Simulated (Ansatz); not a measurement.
This singlet lies 0.16 eV below the relaxed triplet at the level frozen-core CCSD(T)/aug-cc-pVDZ // B3LYP-D3(BJ)/def2-TZVPD (Ansatz, a quantum-chemistry and plane-wave program); other levels give the other order.

Species: H5Al2Si, SMILES `[AlH2][Al-][SiH3]` (singlet; the order of the spin states depends on the level) (charge -1, multiplicity 1).

### Question
Give a relaxed geometry from B3LYP-D3(BJ)/def2-TZVPD in Ansatz.

### Answer
This is not unique; one that fits is the end point of this relaxation, one of several conformers (outside a Z-matrix the atoms follow the SMILES, hydrogens last).
Z-matrix (Å, degrees):
```
Si
H 1 1.5087
H 1 1.5091 2 102.90
H 1 1.5113 2 101.59 3 103.62
Al 1 2.5599 2 108.58 4 123.24
Al 5 2.6124 1 85.64 2 78.46
H 6 1.6352 5 128.52 1 -94.46
H 6 1.6357 7 106.26 5 170.07
```
